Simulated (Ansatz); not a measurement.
One change: `[SH][Al]([SH])[Br]` becomes `SB(S)Br`.

Ansatz, PBE0-D4/def2-TZVP geometries, multiplicity 1. Each molecule was computed in one conformer, which needn't be the lowest.

Scalar relativity is left out up to krypton.

```tsv
property	`[SH][Al]([SH])[Br]`
HOMO–LUMO gap (ωB97M-V/def2-TZVPP) / eV	10.89
LUMO energy (PBE0/def2-TZVPP) / eV	-0.90
HOMO energy (ωB97M-V/def2-TZVPP) / eV	-10.11
LUMO energy (B3LYP/def2-TZVPP) / eV	-1.14
HOMO energy (B3LYP/def2-TZVPP) / eV	-7.67
HOMO energy (PBE0/def2-TZVPP) / eV	-7.95
```

Task: What does the change do to each property? (Estimate.)

Result: Ansatz gave: 
```csv
property,`SB(S)Br`,shift
HOMO–LUMO gap (ωB97M-V/def2-TZVPP) / eV,10.81,-0.08
LUMO energy (PBE0/def2-TZVPP) / eV,-1.14,-0.24
HOMO energy (ωB97M-V/def2-TZVPP) / eV,-9.92,0.19
LUMO energy (B3LYP/def2-TZVPP) / eV,-1.28,-0.14
HOMO energy (B3LYP/def2-TZVPP) / eV,-7.54,0.13
HOMO energy (PBE0/def2-TZVPP) / eV,-7.80,0.15
```

With PBE0 the HOMO rises by 0.15 eV and the LUMO falls by 0.24 eV, so the gap narrows by about 0.39 eV. PBE moves the HOMO by 0.11 eV and ωB97M-V by 0.19 eV.

B3LYP here is the variant with VWN-RPA as its local correlation; programs differ in this.

Spin–orbit coupling is left out; it splits and shifts lone-pair levels of the heavy atoms by tenths of an eV.
